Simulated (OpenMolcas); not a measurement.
Ionisation energies of hafnium

| Property | Result |
| --- | --- |
| Program | OpenMolcas 26.06 |
| Basis | ANO-R2 [8s6p5d3f1g] |
| Scalar Hamiltonian | X2C, finite nucleus |
| Spin-orbit coupling | state interaction with AMFI integrals over the reference wave functions, term energies averaged over their components |

Active shells in each charge state: the valence d shell, with orbitals averaged over the low states. Where CASPT2's correlated closed shells are named, they are those of the first ion.

A. CASSCF
B. SS-CASPT2, IPEA 0.25 Eh, imaginary shift 0.1 Eh (closed shells correlated: 5s 5p)
C. SS-CASPT2, IPEA 0.25 Eh, imaginary shift 0.1 Eh (closed shells correlated: 4f 5s 5p)
D. SS-CASPT2, IPEA 0 Eh, imaginary shift 0.1 Eh (closed shells correlated: 5s 5p)
E. SS-CASPT2, IPEA 0.25 Eh, imaginary shift 0.1 Eh (closed shells correlated: none)

Energies in eV between the lowest computed levels, named as in B; reference values from the NIST Atomic Spectra Database with their kind.

```csv
From,To,A,B,C,D,E,Spin-orbit share in B,Reference
Hf2+ 5d2 3F2,Hf3+ 5d 2D 3/2,21.536,22.099,22.477,22.137,21.674,+0.146,22.550 (theoretical)
Hf3+ 5d 2D 3/2,Hf4+ 5p6 1S0,32.329,32.763,33.179,32.807,32.329,+0.421,33.370 (semi-empirical)
```

The lowest level within the active space need not be the ion's true ground level.
